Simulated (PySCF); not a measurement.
C5H3Br, SMILES C(C=C=CBr)#C.

Geometry optimised at TPSSh-D3(BJ)/def2-SVP. The structure was generated by enumeration, and PubChem lists no compound with its InChIKey, so it may never have been made.

Computed with TDDFT-M06-2X/def2-SVPD in PySCF.

Vertical excitations. The molecule is in vacuum.

Computed UV-visible absorptions:
```tsv
state	energy (eV)	λ (nm)	f	main pairs
S1	4.25	292	0.000	HOMO−1→LUMO 93 %
S2	5.02	247	0.000	HOMO−2→LUMO 57 %, HOMO−3→LUMO 13 %, HOMO→LUMO+1 9 %
S3	5.34	232	0.442	HOMO→LUMO 89 %
S4	5.52	225	0.000	HOMO→LUMO+1 74 %, HOMO−2→LUMO 13 %
S5	5.60	221	0.021	HOMO−3→LUMO 71 %, HOMO−2→LUMO 12 %
S6	6.28	197	0.000	HOMO−1→LUMO+2 31 %, HOMO−4→LUMO 18 %, HOMO→LUMO+6 12 %, HOMO→LUMO+5 6 %
S7	6.44	192	0.002	HOMO→LUMO+6 23 %, HOMO−1→LUMO+2 17 %, HOMO→LUMO+5 13 %, HOMO−4→LUMO 8 %
S8	6.62	187	0.300	HOMO−1→LUMO+1 73 %
S9	6.92	179	0.069	HOMO→LUMO+2 58 %, HOMO−1→LUMO+1 10 %
S10	7.01	177	0.012	HOMO−4→LUMO 40 %, HOMO−1→LUMO+2 30 %, HOMO−3→LUMO+1 7 %
T1	3.55	350	0	HOMO→LUMO 88 %
T2	4.00	310	0	HOMO−1→LUMO 93 %
T3	4.78	259	0	HOMO−1→LUMO+1 71 %
T4	5.02	247	0	HOMO−2→LUMO 76 %
```
Triplets are in the Tamm–Dancoff approximation, which puts them higher than full response would, so one can lie above its singlet here.
